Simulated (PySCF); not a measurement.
B(Me)(OMe)(SMe) (C3H9BOS), SMILES COB(C)SC. Geometry: PBE0-D3(BJ)/def2-SVP. One conformer was computed; it need not be the lowest.

Q: Give the equilibrium geometry at PBE0-D3(BJ)/def2-SVP (PySCF confirms it by a frequency run) as Cartesian coordinates in Å. (An estimate is asked for; the answer gives what the named calculation found.)

A: This is not unique; one that fits is 
```xyz
15

B      0.0777     0.5094     0.1884
C      0.3738     1.9148     0.8327
H      0.9787     1.8491     1.7476
H     -0.5675     2.4331     1.0840
H      0.9071     2.5655     0.1186
O     -0.6491     0.3381    -0.9478
C     -1.2065     1.4138    -1.6552
H     -0.4327     2.1140    -2.0127
H     -1.7398     1.0128    -2.5288
H     -1.9257     1.9802    -1.0398
S      0.7303    -0.9761     0.9848
C      0.1378    -2.3031    -0.1010
H     -0.9594    -2.3180    -0.1340
H      0.5041    -3.2527     0.3103
H      0.5236    -2.1728    -1.1204
```
Charge 0, spin multiplicity 1.
